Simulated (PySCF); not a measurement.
Isomers of H8NOPSi2, one GFN2-xTB conformer each. Single-point energies are computed at PBE0/pcSseg-1 (PySCF, gas phase, no added dispersion term), electronic only.

Task: Rank them by PBE0/pcSseg-1 energy, lowest first (kJ/mol).
A. `[NH2:1][Si@@:2]([OH:3])([SiH3:4])[PH2:5]` with H–N1–Si2–O3 -60° and 162°, N1–Si2–O3–H -55°, N1–Si2–P5–H -172° and -80°
B. `[NH2:1][SiH2:2][O:3][SiH2:4][PH2:5]` with H–N1–Si2–O3 -65° and 74°, N1–Si2–O3–Si4 20°, Si2–O3–Si4–P5 -21°, O3–Si4–P5–H -80° and -173°

Result: B (0.0), A (88.5).

As drawn, the higher has an O–H bond and an Si–Si bond, which the lower lacks. GFN2-xTB itself gives, in the same order: 0.0, 200.0. Both levels put the same isomer lowest.

Task: Which frontier levels, dipoles and rotational constants go with these structures?

Result: 
```tsv
SMILES	HOMO (eV, PBE0/pcSseg-1)	LUMO (eV)	dipole (D)	A, B, C (MHz)
N[SiH2]O[SiH2]P	-7.35	0.25	1.28	3573, 1492, 1096
N[Si@@](O)([SiH3])P	-7.03	-0.01	1.55	2743, 1555, 1347
```
